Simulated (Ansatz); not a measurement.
Geometry optimisation, RKS B3LYP-D4/6-31G* (Ansatz).

Input file:

```yaml
crystal:
  periodic: [false, false, false]
  atoms:
    - { symbol: Al, position_ang: [0.0, 0.0, 0.0] }
    - { symbol: "N", position_ang: [0.0, 0.0, 1.92] }
    - { symbol: H, position_ang: [-0.877, -0.2713, 2.45] }
    - { symbol: H, position_ang: [0.877, 0.2713, 2.45] }
    - { symbol: O, position_ang: [1.5415, 0.0, -0.89] }
    - { symbol: Si, position_ang: [2.3874, -1.376, -1.352] }
    - { symbol: H, position_ang: [1.4599, -2.3514, -1.9176] }
    - { symbol: H, position_ang: [3.3882, -1.0195, -2.3535] }
    - { symbol: H, position_ang: [3.0504, -1.9546, -0.187] }
    - { symbol: H, position_ang: [-1.351, 0.0, -0.78] }
basis:
  gaussian: { orbitals: "6-31G*" }
hamiltonian:
  xc: b3lyp
  dispersion: d4
relax:
  f_tol: 0.02
  max_steps: 40
```

Launched with:

```bash
$ ansatz run input.yaml --threads 1 --pin off --max-ram 2048MiB --backend cpu --events-out ev --progress --plain --runs-dir out
```

Where does it end, and by what steps?

The forces met the threshold. The force dipped under the threshold on the way, but the program's further checks kept it going. After 14 steps the energy has fallen by 0.605 eV; O5 moved furthest, 0.94 Å.

| step | energy less start (eV) | largest force component (eV/Å) | accepted |
| --- | --- | --- | --- |
| 0 | 0.0000 | 1.944 | yes |
| 1 | -0.3886 | 1.178 | yes |
| 2 | -0.4828 | 1.324 | yes |
| 3 | -0.4760 | 0.826 | no |
| 4 | -0.5223 | 0.737 | yes |
| 5 | -0.5516 | 0.139 | yes |
| 6 | -0.5739 | 0.137 | yes |
| 7 | -0.5937 | 0.077 | yes |
| 8 | -0.5903 | 0.464 | no |
| 9 | -0.5996 | 0.026 | yes |
| 10 | -0.6024 | 0.075 | yes |
| 11 | -0.6005 | 0.225 | no |
| 12 | -0.6042 | 0.036 | yes |
| 13 | -0.6051 | 0.013 | yes |
| 14 | -0.6052 | 0.019 | yes |

```xyz
10
Properties=species:S:1:pos:R:3
Al -0.149 -0.126 0.157
N -0.074 0.166 1.903
H -0.829 0.575 2.440
H 0.715 -0.046 2.501
O 1.196 -0.828 -0.619
Si 2.456 -1.510 -1.407
H 1.993 -2.591 -2.323
H 3.187 -0.490 -2.212
H 3.423 -2.110 -0.444
H -1.442 0.258 -0.656
```

Time of the run: 45 s on 1 thread of Intel(R) Xeon(R) Platinum 8488C (Sapphire Rapids) (shared host), peak memory 0.18 GiB.
